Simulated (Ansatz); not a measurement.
# Energy differences in PtO

Computed with Ansatz's Gaussian-basis code (development build). Basis cc-pwCVTZ-PP on Pt, cc-pVTZ on O, scalar-relativistic core potentials (60 electrons on Pt), no spin–orbit coupling, 1 orbital frozen in the corrections; active space CAS(16,10). Restricted Hartree–Fock, then the lowest state-specific CASSCF solution met for each case. Coupled cluster stands on the determinant that it favours, not always the lowest RHF. Single-reference values can break down or jump between states where bonds are stretched. Unlike active orbitals can shift such differences by tenths of an eV, at times by over 1 eV.

Case A, triplet: bond length 1.7270 Å.

Case B, triplet: bond length 1.9860 Å.

Case C, singlet: the shape of A.

Energy less that of case A, in eV:

```csv
case,RHF/ROHF,CASSCF,CCSD(T)
B,-0.290,+0.493,+0.987
C,+1.668,+0.524,+0.884
```

Problem. Give the SC-NEVPT2 energies against case A.

Solution. B: +0.989 eV (22.8 kcal/mol); C: +1.041 eV (24.0 kcal/mol).

Problem. Which case is lowest, and do the methods agree?

Solution. A is lowest in SC-NEVPT2. RHF/ROHF puts B lowest.
